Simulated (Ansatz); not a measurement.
Cost and result for the atomization energy of H7N2OSi2, SMILES `N[SiH]O[SiH2]N` radical (12 atoms, 11 bonds).

```xyz
12

N    -1.2729   -1.4918   -0.0523
Si   -0.5701   -1.0292   -1.5562
O     0.2472    0.3767   -1.3208
Si    0.7167    1.3236   -0.0713
N     1.0735    0.4079    1.3378
H    -0.6652   -1.5178    0.7546
H    -1.9504   -2.2387   -0.0314
H    -1.7015   -0.8013   -2.5132
H     1.9134    2.0526   -0.5566
H    -0.3785    2.2536    0.2996
H     0.5879    0.6093    2.1961
H     1.9998    0.0549    1.5136
```

Total charge 0; spin multiplicity 2. All single points use the PBE0-D4/def2-TZVP geometry. It is one conformer, not always the lowest. Program: Ansatz. All runs use 2 threads of an AMD EPYC 7R13 on a shared host and a share of an NVIDIA H100 80 GB. Times are those of one run each, without the atoms' runs, and a repeat can differ threefold. Electronic energies, without spin–orbit coupling; frozen cores. CCSD(T)/CBS adds CCSD(T) − MP2 in def2-TZVPP to the MP2 limit, and its time is that of the two runs behind it. T1 = 0.013; ⟨S²⟩ of the reference is 0.76. B3LYP takes the VWN-RPA correlation (the form of Gaussian; ORCA's B3LYP/G).

CCSD(T)/CBS is a level of theory with its own doubt, some kJ/mol a heavy atom from the limit and from the frozen cores, so smaller differences don't rank the functionals.

```json
{"level": "B3LYP-D4/def2-TZVPP (with forces)", "functions": "275", "wall time": "3.1 s"}
{"level": "ωB97X-V/def2-TZVPP", "functions": "275", "wall time": "3.6 s"}
{"level": "B2PLYP/def2-TZVPP", "functions": "275", "wall time": "4 s"}
{"level": "MP2/def2-QZVPP", "functions": "521", "wall time": "4.1 s"}
{"level": "PBE-D4/def2-TZVPP (with forces)", "functions": "275", "wall time": "4.2 s"}
{"level": "PBE0-D4/def2-TZVPP", "functions": "275", "wall time": "5.5 s"}
{"level": "r2SCAN-D4/def2-TZVPP (with forces)", "functions": "275", "wall time": "5.5 s"}
{"level": "ωB97M-V/def2-TZVPP (with forces)", "functions": "275", "wall time": "6.5 s"}
{"level": "CCSD(T)/def2-TZVPP", "functions": "275", "wall time": "12 s"}
{"level": "CCSD(T)/CBS(def2)", "functions": "–", "wall time": "16 s"}
```

Q: What atomization energy does each give, and how far from CCSD(T)/CBS? (An estimate is asked.)

A: The calculation gave: 
```csv
level,atomization (kJ/mol),difference from CCSD(T)/CBS,per bond
B3LYP-D4/def2-TZVPP (with forces),4191.3,7.2,0.7
ωB97X-V/def2-TZVPP,4201.7,17.6,1.6
B2PLYP/def2-TZVPP,4130.4,-53.7,-4.9
MP2/def2-QZVPP,4184.8,0.7,0.1
PBE-D4/def2-TZVPP (with forces),4211.6,27.5,2.5
PBE0-D4/def2-TZVPP,4134.8,-49.3,-4.5
r2SCAN-D4/def2-TZVPP (with forces),4167.4,-16.7,-1.5
ωB97M-V/def2-TZVPP (with forces),4190.2,6.1,0.6
CCSD(T)/def2-TZVPP,4040.2,-143.9,-13.1
CCSD(T)/CBS(def2),4184.1,0.0,0.0
```

From PBE to PBE0 (25 % exact exchange), in def2-TZVPP and without D4, the atomization energy moves by −72.6 kJ/mol: exact exchange takes away binding that semilocal exchange gives to molecules. In def2-TZVPP, CCSD(T) changes the Hartree–Fock value by +1106.2 kJ/mol (the triples alone add +57.7 kJ/mol) and MP2 by +1162.9 kJ/mol; breaking electron pairs costs correlation energy, which Hartree–Fock lacks. The D4 term adds +46.3 kJ/mol with B3LYP and +24.4 kJ/mol with PBE0; it sums over pairs of atoms, weighted by their polarisabilities, and B3LYP, whose exchange is more repulsive, gets the larger term.
